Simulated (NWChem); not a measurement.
System: CHAuOS; SMILES [O+]#[C-]->[Au][SH]

Here is an NWChem input.

```
start job
memory heap 200 mb stack 900 mb global 1100 mb
geometry units angstroms noautoz
  Au    -0.113671    -0.026601     0.001004
  S     -0.078286     2.266057     0.000076
  H     -1.437198     2.400061    -0.020443
  O     -0.110159    -3.101616     0.001386
  C     -0.096735    -1.951326     0.001235
end
basis spherical
  * library def2-svp
end
ecp
  Au library def2-ecp
end
dft
  xc xpbe96 cpbe96
  iterations 150
  mulliken
end
task dft energy
```

Structure relaxed at the PBE-D3(BJ)/def2-SVP level. def2 effective core potentials on Au; no spin-orbit coupling.

Give the results of this calculation. (PBE/def2-SVP with def2 effective core potentials on Au.) Quantities: energy (Ha); highest occupied level (eV); orbital gap (eV); dipole (D).


- energy (Ha) = -647.45
- highest occupied level (eV) = -5.66
- orbital gap (eV) = 2.46
- dipole (D) = 2.49
